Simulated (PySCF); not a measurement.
Species: C7H11FSi2.
Cartesian coordinates in Å at the GFN2-xTB level; atoms count from 1:
```
atom  x, y, z in Å
C1    -0.760    2.048    1.835
C2    -0.525    0.931    1.471
C3    -0.285   -0.423    1.033
F4     0.719   -0.993    1.837
Si5   -1.918   -1.470    1.058
C6    -2.124   -1.259   -0.826
C7    -0.766   -0.817   -1.290
C8     0.155   -0.428   -0.415
Si9    1.937    0.031   -0.832
C10    2.453    1.605    0.089
H11   -0.955    3.030    2.150
H12   -2.965   -0.840    1.860
H13   -1.610   -2.839    1.466
H14   -2.426   -2.165   -1.353
H15   -2.867   -0.499   -1.075
H16   -0.560   -0.830   -2.351
H17    1.997    0.234   -2.287
H18    2.808   -1.087   -0.449
H19    2.422    1.454    1.164
H20    3.465    1.893   -0.177
H21    1.796    2.439   -0.143
```

NICS is the negative of the GIAO shielding at a point without a nucleus: at the ring centre (0) and 1 Å above and below it (1); zz is the component along the ring normal. Level: GIAO PBE0/pcSseg-1 (PySCF, non-relativistic, gas phase) on the GFN2-xTB geometry, one conformer.

Ring bond lengths (Å), with Mayer bond orders in brackets: C3–Si5 1.940 (0.81), Si5–C6 1.906 (0.91), C6–C7 1.502 (1.04), C7–C8 1.329 (1.86), C8–C3 1.513 (1.01).

Q: What do the NICS probes read (ppm)?

A: 
```json
{"ring": "C3–Si5–C6–C7–C8", "type": "5-membered ring with Si; formal bonds 1 double, 4 single", "NICS(0)": "-1.6", "NICS(1), two faces": "-3.3 / -3.2", "NICS(1)zz, two faces": "-1.1 / -1.0", "rms pucker (Å)": "0.11", "centre to ring atoms, mean (Å)": "1.38"}
```

Q: What do they say, and how far can they be read as aromaticity?

A: 
- C3–Si5–C6–C7–C8: mean NICS(1)zz -1.1 ppm, near zero. C3, Si5, C6 have four or more neighbours; no verdict on aromaticity is drawn.

Q: What field does 9.4 T along the ring normal induce along that normal at the second NICS(1) probe listed for ring C3–Si5–C6–C7–C8, 1 Å off the ring?

A: NICSzz × B0 = -1.0 ppm × 9.4 T = -9 μT, against the applied field.

Q: How shielded are the nuclei of the rings and their hydrogens (means over atoms taken as equivalent)?

A: 
```
atoms                      environment  σ isotropic (ppm)
   C3                   sp3 C–F carbon               89.5
  Si5                     SiH2 silicon              358.8
   C6      sp3 carbon bound to silicon              167.0
   C7                 alkene CH carbon               35.8
   C8  fully substituted alkene carbon               33.2
  H12                    Si–H hydrogen              27.06
  H13                    Si–H hydrogen              27.07
  H14               methylene hydrogen              29.83
  H15               methylene hydrogen              29.64
  H16                 vinylic hydrogen              25.26
```
